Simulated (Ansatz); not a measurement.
```json
{"atom": "Sc", "x (Å)": "-0.0411", "y (Å)": "0.0284", "z (Å)": "0.0023"}
{"atom": "F", "x (Å)": "1.7847", "y (Å)": "0.0285", "z (Å)": "-0.0169"}
{"atom": "F", "x (Å)": "-0.9022", "y (Å)": "1.6266", "z (Å)": "-0.0077"}
{"atom": "F", "x (Å)": "-0.9060", "y (Å)": "-1.5912", "z (Å)": "-0.0480"}
```

Basis set: 6-31G (spherical functions). Correlated methods keep 8 orbitals frozen. Charge 0, multiplicity 1.

Computed with Ansatz (development build ahead of 0.2.0); each method stands on the lowest determinant of its kind that the runs found. Restricted open shells among the atoms or ions are ROHF, correlated in semicanonical orbitals with singles.

(1) Give the atomization energy at this shape (free ground-state atoms in the same class of orbitals less the molecule, no zero-point energy) of singlet ScF3 by RHF-MP2, RHF.

Answers

(1)

| method | atomization energy |
| --- | --- |
| RHF-MP2 | 18.02 eV |
| RHF | 13.28 eV |

This basis has no polarisation functions and is too small for such energies, which can lie far from measured ones in either direction.
